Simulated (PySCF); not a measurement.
**V(SH)2: what the settings change**

V(SH)2: V(II) (d3), charge 0. The structure is a PBE0-D3(BJ)/def2-TZVP geometry optimised for multiplicity 4; coordination linear, point group C2h, metal–donor distances 2.29 Å.

```
5

V     0.0000    0.0000    0.0000
S     0.0000    0.0000    2.2933
H     0.0000    1.3383    2.4485
S     0.0000    0.0000   -2.2933
H     0.0000   -1.3383   -2.4485
```

Method (PySCF 2.14, density fitting): CASSCF(3,5) with orbitals averaged over all microstates of the shell, strongly contracted NEVPT2 on the averaged canonical orbitals; basis x2c-TZVPall on the metal, x2c-SVPall elsewhere; spin-free X2C; gas phase; spin-orbit coupling by state interaction with the mean-field operator over all roots.

Base run: NEVPT2 ground state 4Bg, next 4Bg at 292, then 4Ag at 1287 cm⁻¹, B(CASSCF) 821, ζ 156 cm⁻¹, μeff(300 K) 3.69 μB.

(1) What happens with the basis x2c-TZVPall on all atoms?

(2) What happens with orbitals averaged over the highest spin alone?

No frequencies were computed for the optimised geometry. 4Bg (292 cm⁻¹) lies within 300 cm⁻¹ of 4Bg at NEVPT2 level, inside the method's error: their order is undecided, and g values and low-temperature moments can hang on it. NEVPT2 lifts 4Ag from 3218 to 4875 cm⁻¹; on the d shell alone such lifts tend to overshoot.

Results:

(1) NEVPT2 ground state 4Bg, next 4Bg at 473, then 4Ag at 1418 cm⁻¹, B(CASSCF) 820, ζ 156 cm⁻¹, μeff(300 K) 3.71 μB. It took 6.5 s against 5.5 s on a shared host of the same kind.

(2) NEVPT2 ground state 4Bg, next 4Bg at 358, then 4Ag at 1296 cm⁻¹, B(CASSCF) 842, ζ 160 cm⁻¹, μeff(300 K) 3.69 μB.
